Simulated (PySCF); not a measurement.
## Orbital picture of CsSn

PBE0 at R = 3.594 Å; PySCF, scalar-relativistic core potentials, basis sets Cs def2-SVP with ECP46, Sn def2-SVP with ECP28. State: ⁴Σ⁻ (quartet), unpaired electrons σ ↑, π ↑↑. Only the outer orbitals are listed, counted within each symmetry, core potentials removing the inner ones.

```csv
spin,orbital,occ.,ε (eV),on Cs (%),main shells (%)
α,3π,1,-15.58,100,100 Cs p
α,3π,1,-15.58,100,100 Cs p
α,5σ,1,-15.54,98,98 Cs p
α,6σ,1,-10.55,3,97 Sn s
α,7σ,1,-3.75,21,"78 Sn p, 17 Cs s"
α,4π,1,-3.51,10,90 Sn p
α,4π,1,-3.51,10,90 Sn p
α,8σ,0,-1.44,90,"76 Cs s, 13 Cs p, 11 Sn p"
α,5π,0,-0.35,100,"82 Cs p, 18 Cs d"
α,5π,0,-0.35,100,"82 Cs p, 18 Cs d"
β,3π,1,-15.53,100,100 Cs p
β,3π,1,-15.53,100,100 Cs p
β,5σ,1,-15.40,99,99 Cs p
β,6σ,1,-8.44,4,96 Sn s
β,7σ,0,-1.44,86,"80 Cs s, 13 Sn p"
β,4π,0,-0.52,34,"66 Sn p, 17 Cs d, 17 Cs p"
β,4π,0,-0.52,34,"66 Sn p, 17 Cs d, 17 Cs p"
```

Question: Which are the highest filled and the lowest empty level, where do they sit, and how wide is the gap?

Answer: Highest filled α 4π at -3.51 eV (in %: 90 Sn p); lowest empty β 7σ at -1.44 eV (in %: 80 Cs s, 13 Sn p); the gap at PBE0 is 2.07 eV.

| Property | Result |
| --- | --- |
| bond order (Mayer) | 0.80 |
| ⟨S²⟩ | 3.752 |
| charge on Cs (Mulliken, basis-dependent) | 0.53 |
| charge on Cs (Löwdin, basis-dependent) | 0.25 |
| dipole moment (positive dipole means Cs(−)Sn(+)) | -10.77 D |
| polarisability along the bond | 240.7 bohr³ |
| polarisability across the bond | 106.8 bohr³ |

Spin–orbit coupling is left out. The state is the lowest determinant that a PBE0 search found; another state may lie lower at other levels.
